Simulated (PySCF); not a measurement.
Isomers of C5H8F2O3, one GFN2-xTB conformer each. Single-point energies are computed at PBE0/pcSseg-1 (PySCF, gas phase, no added dispersion term), electronic only.

```csv
SMILES,GFN2-xTB relative energy (kJ/mol)
CCO[C@@H]1O[C@H]1OC(F)F,65.0
FC(F)O[C@@H]1COCCO1,0.0
```

Conformers: `[CH3:1][CH2:2][O:3][C@@H:4]1[O:5][C@H:6]1[O:7][CH:8]([F:9])[F:10]` with C1–C2–O3–C4 -176°, C2–O3–C4–O5 -82°, O5–C6–O7–C8 -66°, C6–O7–C8–F9 167°; `[F:1][CH:2]([F:3])[O:4][C@@H:5]1[CH2:6][O:7][CH2:8][CH2:9][O:10]1` with F1–C2–O4–C5 -173°, C2–O4–C5–C6 178°, O4–C5–C6–O7 -176°, C5–C6–O7–C8 57°, C6–O7–C8–C9 -58°, O7–C8–C9–O10 57°.

**Question.** What does PBE0/pcSseg-1 give for the same structures?

**Answer.** 
| SMILES | PBE0/pcSseg-1 E (Eh) | PBE0/pcSseg-1 (kJ/mol) | GFN2-xTB (kJ/mol) | point group |
| --- | --- | --- | --- | --- |
| FC(F)O[C@@H]1COCCO1 | -619.97374 | 0.0 | 0.0 | C1 |
| CCO[C@@H]1O[C@H]1OC(F)F | -619.94838 | 66.6 | 65.0 | C1 |

Both levels put the same isomer lowest. As drawn, the higher has a three-membered ring, which the lower lacks.

**Question.** Which frontier levels, dipoles and rotational constants go with these structures?

**Answer.** 
| SMILES | HOMO (eV, PBE0/pcSseg-1) | LUMO (eV) | dipole (D) | A, B, C (MHz) |
| --- | --- | --- | --- | --- |
| FC(F)O[C@@H]1COCCO1 | -7.47 | 1.40 | 3.36 | 3262, 703.4, 658.3 |
| CCO[C@@H]1O[C@H]1OC(F)F | -8.47 | 1.46 | 3.46 | 5400, 459.9, 449.0 |
